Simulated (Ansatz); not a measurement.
The cluster Sn₄Se₄. The state is a singlet with charge 0. Geometry PBE-D4/def2-SVP.

```
atom    x (Å)    y (Å)    z (Å)
 Sn1  -1.6659  -1.3721   0.9449
 Sn2  -1.0059   1.8869  -0.9923
 Sn3   1.4909   0.6991   1.6859
 Sn4   1.1829  -1.2144  -1.6393
 Se5   1.7371   1.4311  -0.9860
 Se6  -1.2319   1.2653   1.7110
 Se7   1.0487  -1.9693   1.0329
 Se8  -1.5558  -0.7266  -1.7572
```

In the def2 sets Sn takes a core potential; there is no spin–orbit coupling. The structure comes from a short search, and lower isomers may exist.

Question: Estimate the orbital energies around the gap (eV) in Ansatz with PBE-D4/def2-TZVP, r2SCAN-D4/def2-TZVP, PBE0-D4/def2-TZVP.

Answer: 
| orbital | PBE-D4/def2-TZVP | r2SCAN-D4/def2-TZVP | PBE0-D4/def2-TZVP |
| --- | --- | --- | --- |
| HOMO−5 | -6.45 | -6.76 | -7.46 |
| HOMO−4 | -6.44 | -6.76 | -7.46 |
| HOMO−3 | -6.44 | -6.76 | -7.46 |
| HOMO−2 | -5.29 | -5.55 | -6.15 |
| HOMO−1 | -5.29 | -5.54 | -6.14 |
| HOMO | -5.29 | -5.54 | -6.14 |
| LUMO | -2.79 | -2.69 | -2.20 |
| LUMO+1 | -2.79 | -2.69 | -2.19 |
| LUMO+2 | -2.79 | -2.68 | -2.19 |
| LUMO+3 | -1.79 | -1.60 | -1.13 |
| LUMO+4 | -1.78 | -1.60 | -1.12 |
| LUMO+5 | -1.78 | -1.60 | -1.12 |
